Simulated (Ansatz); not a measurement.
**Cost against result**

The pair of HCN (SMILES C#N, atoms 1–3) and GeH$_{4}$ (SMILES [GeH4], atoms 4–8), both closed shells, in one local arrangement (a lower one may exist), relaxed at PBE0-D4/def2-TZVP:

```
atom    x (Å)    y (Å)    z (Å)
  C1  -0.0902   0.3957  -2.8657
  N2  -0.0499   0.3505  -1.7221
  H3  -0.1278   0.4379  -3.9330
 Ge4   0.0533  -0.2344   1.6932
  H5  -1.3283  -0.6248   1.1559
  H6   1.1413  -1.0624   0.9999
  H7   0.0978  -0.5231   3.2047
  H8   0.3040   1.2607   1.4669
```

Interaction energies are counterpoise-corrected; the time is that of the whole pair.

Ansatz 0.2.0; basis: as named in each row; cores frozen in the correlated methods. Filled d shells of the heavier atoms are correlated. The def2 sets are not built for correlating such inner shells, so the correlated values are less sure here. B3LYP uses VWN-RPA correlation. Extrapolation: Hartree–Fock as exp(−7.88 √X), correlation as X^−2.97.

Times are rough, for one single point on 4 threads of a shared host (Intel Xeon Platinum 8259CL).

The estimate by CCSD(T) at an estimated basis limit (MP2 extrapolated from triple and quadruple zeta, plus CCSD(T) − MP2 in triple zeta) is -1.22 kcal/mol.

```tsv
method	basis	time (s)	interaction energy (kcal/mol)	method less estimate
HF	STO-3G	under 1	0.19	1.41
PBE-D4	STO-3G	under 1	-0.37	0.85
SPW92	def2-SVP	under 1	-1.74	-0.52
PBE-D4	def2-SVP	under 1	-1.25	-0.03
B3LYP-D4	6-31G	under 1	-0.97	0.25
PBE0-D4	def2-SVP	under 1	-1.27	-0.05
PBE-D4	def2-TZVPPD	1	-1.24	-0.02
revPBE-D4	def2-TZVPPD	2	-0.89	0.33
BLYP-D4	def2-TZVPPD	2	-0.91	0.32
B3LYP-D4	def2-TZVPPD	2	-1.10	0.12
PBE0-D4	def2-TZVPPD	2	-1.21	0.01
r2SCAN-D4	def2-TZVPPD	3	-0.98	0.25
CCSD(T)	def2-SVP	3	-0.72	0.50
wB97M-V	def2-SVP	3	-1.30	-0.08
HSE06-D4	def2-TZVPPD	4	-1.21	0.01
wB97X-V	def2-TZVPPD	5	-1.29	-0.06
B2PLYP	def2-TZVPPD	5	-0.61	0.61
B97M-V	def2-TZVPPD	6	-1.38	-0.15
wB97M-V	def2-TZVPPD	6	-1.27	-0.04
MP2	def2-QZVPPD	13	-1.32	-0.10
CCSD(T)	def2-TZVPPD	47	-1.13	0.09
```

The T1 diagnostic stays at or below 0.015.
